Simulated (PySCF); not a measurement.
Choosing a molecule for a target property.

Each SMILES stands for a single optimised conformer of the isolated species, non-relativistic unless stated. Electronic properties by PySCF.

The conformers computed, where there is a choice (atom-mapped SMILES and torsion angles):
- `[CH3:1][CH2:2][Si:3]1([CH:4]([CH3:5])[CH3:6])[CH2:7][S:8][CH2:9]1`: C1–C2–Si3–C4 -65°, C2–Si3–C4–C5 -50°
- `[CH3:1][CH:2]([CH3:3])[CH2:4][CH2:5][SiH3:6]`: C1–C2–C4–C5 65°, C2–C4–C5–Si6 174°
- `[CH3:1][O:2][C:3](=[O:4])[c:5]1[p:6][cH:7][n:8][n:9]1[SiH3:10]`: C1–O2–C3–O4 0°, O2–C3–C5–P6 0°

The conformers of `C[S@@](=O)[C@H]1[C@H]2C=C[C@@H]1C=C2` and `CO[C@H]1C=NCCC1` aren't listed.

**Question.** Wanted: HOMO energy above -6.8 eV (PBE0/pcSseg-1) and HOMO–LUMO gap below 6 eV (PBE0/pcSseg-1), at GFN2-xTB geometries. Which candidate meets both?
A. `C#Cc1ncc(C)c(C)p1`
B. `COC(=O)c1pcnn1[SiH3]`
C. `[Si]1(CSC1)(C(C)C)CC`
D. `C1N=C[C@H](OC)CC1`
E. `CC(C)CC[SiH3]`
F. `C[S@@](=O)[C@H]1[C@H]2C=C[C@@H]1C=C2`

**Answer.** F. Computed values:
| species | HOMO energy | HOMO–LUMO gap |
| --- | --- | --- |
| CC(C)CC[SiH3] | -8.26 eV | 9.20 eV |
| COC(=O)c1pcnn1[SiH3] | -7.41 eV | 5.31 eV |
| C#Cc1ncc(C)c(C)p1 | -6.89 eV | 4.94 eV |
| C1N=C[C@H](OC)CC1 | -6.72 eV | 6.76 eV |
| C[S@@](=O)[C@H]1[C@H]2C=C[C@@H]1C=C2 | -6.29 eV | 5.51 eV |
| [Si]1(CSC1)(C(C)C)CC | -6.05 eV | 6.24 eV |
